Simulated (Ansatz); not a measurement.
Input and output for F2GeH4Si (`[F][GeH]([F])[SiH3]`).

```yaml
crystal:
  periodic: [false, false, false]
  atoms:
    - {symbol: F, position_ang: [1.562522, -0.930982, 1.455002]}
    - {symbol: Ge, position_ang: [1.140910, -0.039084, 0.027475]}
    - {symbol: F, position_ang: [1.666566, 1.578360, 0.371916]}
    - {symbol: Si, position_ang: [-1.237339, -0.027240, -0.173515]}
    - {symbol: H, position_ang: [2.060870, -0.558789, -1.088354]}
    - {symbol: H, position_ang: [-1.695832, -1.423768, -0.376118]}
    - {symbol: H, position_ang: [-1.602805, 0.805532, -1.345909]}
    - {symbol: H, position_ang: [-1.802792, 0.538970, 1.073703]}
basis:
  gaussian: {orbitals: ANO-RCC-VTZP}
hamiltonian: {xc: {name: PBE0-DH}}
scf: {lower_state_search: off}
output: {forces: true}
```

```sh
$ ansatz run in.yaml --threads 4 --pin off --events-out ev --progress --plain --max-ram 10444MiB
```

It prints (some lines left out):

```
Functional definition: PBE0-DH
1177 factors; integrals over basis functions are off by at most 9.8e-4 eV
mean field evaluation 1: about -70488.0428 eV, gradient 4.4e1 eV
mean field evaluation 2: about -70488.1771 eV, gradient 4.5e1 eV
mean field evaluation 4: about -70491.1595 eV, gradient 2.3e0 eV
mean field evaluation 8: about -70491.1764 eV, gradient 4.7e-2 eV
mean field evaluation 16: about -70491.1764 eV, gradient 1.4e-5 eV
mean field -70491.17644445 eV, -2590.5029536982 hartree, gradient 5.3e-6 eV, S^2 0.000000; 0 other end points of the search recorded, 0 dependent functions left out
16 core orbitals not correlated: weight in the atoms' cores, before any rotation towards them, 1.000 or more for the frozen orbitals, at most 0.000 for the correlated occupied ones
reference -70491.17647957 eV, -2590.5029549887 hartree; 18, 18 occupied and 159, 159 virtual orbitals, 1177 factors
second order -36.93122509 eV of doubles, -0.00000000 eV of singles
Total energy: -70495.79288271 eV, -2590.6726046749 hartree
Relativity: scalar
Atom 0 at     1.562522    -0.930982     1.455002 Å, force    -0.067142     0.177305    -0.276389 eV/Å
Atom 1 at     1.140910    -0.039084     0.027475 Å, force     0.170046     0.017897     0.057573 eV/Å
Atom 2 at     1.666566     1.578360     0.371916 Å, force    -0.087685    -0.317330    -0.063021 eV/Å
Atom 3 at    -1.237339    -0.027240    -0.173515 Å, force     0.008995     0.005768     0.014198 eV/Å
Atom 4 at     2.060870    -0.558789    -1.088354 Å, force    -0.187019     0.120062     0.260534 eV/Å
Atom 5 at    -1.695832    -1.423768    -0.376118 Å, force     0.055157     0.096774     0.014720 eV/Å
Atom 6 at    -1.602805     0.805532    -1.345909 Å, force     0.048674    -0.058710     0.082514 eV/Å
Atom 7 at    -1.802792     0.538970     1.073703 Å, force     0.058974    -0.041765    -0.090128 eV/Å
Dipole moment:    -0.484627    -0.193103    -0.493912 e Å
Checks for a lower state left out: starts, cluster_reference, orbital_swaps, neighbouring_geometries, increment
```

Hardware: 4 threads of an Arm Neoverse V1 on a shared host. Wall time 19 s, peak host memory 0.72 GiB.
